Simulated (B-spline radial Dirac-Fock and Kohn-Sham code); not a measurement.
Model: one-electron (LDA, Dirac) transition rates at Dirac-Fock energies. Program: a B-spline atomic structure program.

Q: A single inner-shell vacancy in a neutral atom gives this computed emission spectrum. Which element, which hole, and which lines?

```
energy (eV)  relative intensity
    38169.3                55.1
    38722.8               100.0
    43709.1                 9.8
    43822.4                19.1
    44911.4                 2.1
    44935.9                 4.2
    45161.6                 0.6
```

A: Promethium (Z = 61), hole in K (1s). In order of rising energy the lines are Kα2 (K-L2), Kα1 (K-L3), Kβ3 (K-M2), Kβ1 (K-M3), Kβ2'' (K-N2), Kβ2' (K-N3), K-O3.
